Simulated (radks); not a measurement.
Q: All-electron atom: Lu XII in [Xe] 4f4 6s2 (not the ground configuration). Method: Dirac Kohn-Sham, PBE, spin-unpolarised, spherical densities, point nucleus; open shells fill j = l - 1/2 first; computed with a radial shooting solver on a logarithmic mesh with Libxc functionals. Some entries of the table are withheld. Estimate them.

orbital,occ.,eigenvalue (hartree),<r> (bohr),<1/r> (bohr^-1)
1s1/2,2,-2332.432,0.01932,82.25
2s1/2,2,-406.4959,0.08127,19.88
2p1/2,2,-388.3789,0.06744,19.85
2p3/2,4,-347.3583,0.07506,16.95
3s1/2,2,-101.5904,(1),7.292
3p1/2,2,-93.60610,0.2021,7.204
3p3/2,4,-84.85520,0.2162,6.462
3d3/2,4,-71.32248,0.1900,6.346
3d5/2,6,-69.41857,0.1943,6.168
4s1/2,2,(2),0.4658,3.148
4p1/2,2,-25.80425,0.4698,3.049
4p3/2,4,-23.64104,0.4980,2.800
4d3/2,4,-18.21815,0.5069,2.621
4d5/2,6,-17.79849,0.5157,2.563
4f5/2,4,-11.05688,0.5269,2.269
4f7/2,0,-10.96728,0.5311,2.249
5s1/2,2,(3),0.9622,1.439
5p1/2,2,-9.15745,1.007,1.361
5p3/2,4,-8.62453,1.059,1.275
6s1/2,2,-5.05577,1.772,0.7659

A: 
(1) 3s1/2 <r> (bohr): 0.2121
(2) 4s1/2 eigenvalue (hartree): -29.08873
(3) 5s1/2 eigenvalue (hartree): -10.36693
